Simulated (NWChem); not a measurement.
**Total energies of As**

```
As
```
Charge 0, spin multiplicity 4.

Everything below was run with NWChem.

Basis set: 3-21G (22 functions).

```tsv
method	total energy (Ha)
UHF	-2223.43538
UMP2	-2223.44713
UB2PLYP	-2224.61855
UPBE	-2224.70077
UB3LYP	-2225.08441
Ur2SCAN	-2224.93523
```

Total energies of different functionals aren't comparable as a measure of quality: only differences taken within one method are. 

The Hamiltonian is non-relativistic. The correlated methods keep 9 core orbitals frozen. B3LYP has NWChem's definition, with VWN1-RPA local correlation. No SCF solution was tested for a lower state. Open-shell Hartree-Fock references start from PBE0 orbitals.
